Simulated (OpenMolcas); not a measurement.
# W4+: effect of the basis set

```yaml
Program: OpenMolcas
Method: CASSCF
Active_space: 2 electrons in 10 orbitals (5d 6d)
State_averaging: 2S+1 = 3 even, 10 roots; 2S+1 = 1 even, 15 roots
Spin-orbit_coupling: state interaction with AMFI integrals over the reference wave functions, term energies averaged over their components
```

A. ANO-R2 [8s6p5d3f2g], X2C, finite nucleus; cost of the order of 10 core-seconds
B. ANO-RCC-VTZP [8s7p5d3f2g1h], DKH2, point nucleus; cost roughly 30 core-seconds
C. ANO-RCC-VQZP [9s8p6d4f3g2h], DKH2, point nucleus; cost about 30 core-seconds

Energies in eV above 5d2 3F2, the measured ground level; measured values from the list in J. Phys. B 45, 065001 (2012).

| Level | A | B | C | Measured |
| --- | --- | --- | --- | --- |
| 5d2 3F2 | 0.0000 | 0.0000 | 0.0000 | 0.0000 |
| 5d2 3F3 | 0.8151 | 0.7694 | 0.7589 |  |
| 5d2 3F4 | 1.5305 | 1.4591 | 1.4417 | 1.4282 |
| 5d2 3P0 | 1.8305 | 1.8386 | 1.8434 | 1.5918 |
| 5d2 1D2 [53 %] | 2.0055 | 1.9854 | 1.9816 |  |
| 5d2 3P1 | 2.2770 | 2.2537 | 2.2504 | 2.0247 |
| 5d2 1G4 | 3.0933 | 3.0585 | 3.0503 | 2.7705 |
| 5d2 3P2 [59 %] | 3.1714 | 3.1031 | 3.0883 | 2.8040 |
| 5d2 1S0 | 6.1130 | 6.1307 | 6.1104 | 5.3450 |

Deviations, from unrounded energies. A percentage is the sum of absolute deviations over the sum of measured energies, with the sign that they share, or ± where signs differ.

```csv
Against measurement,Levels,A,B,C
mean absolute deviation (cm-1),6,2800,2500,2400
fine structure of the ground term (%),1,+7.2,+2.2,+0.9
other terms of the ground configuration (%),5,+13.4,+12.7,+12.4
```

B, C lie about equally close to measurement and A furthest from it. The largest miss of C in the table is 5d2 1S0, by +6200 cm-1. The ranking rests on the paired levels alone, and a cruder setting can come out closer through cancelling errors.

Among A to C the level of the table that moves most is 5d2 3F4, by 720 cm-1 (lowest in C, highest in A).

Without dynamic correlation excited terms often stand tens of per cent too high (terms of higher spin than the ground term too low), and those without a measured partner can miss by more than the paired ones. Active for correlation alone: 6d; no level in the range computed is led by a configuration that fills it, so any true level of that kind is missing. Computed and measured levels are paired by configuration, term and J; levels that our copy of the source lacks, or whose pairing is in doubt (as where it misses far off the trend of its configuration), stay unpaired and out of the deviations. Only configurations of the active space appear.

A share in square brackets marks a mixed level and gives the weight of the term that names it, the lowest over the columns.
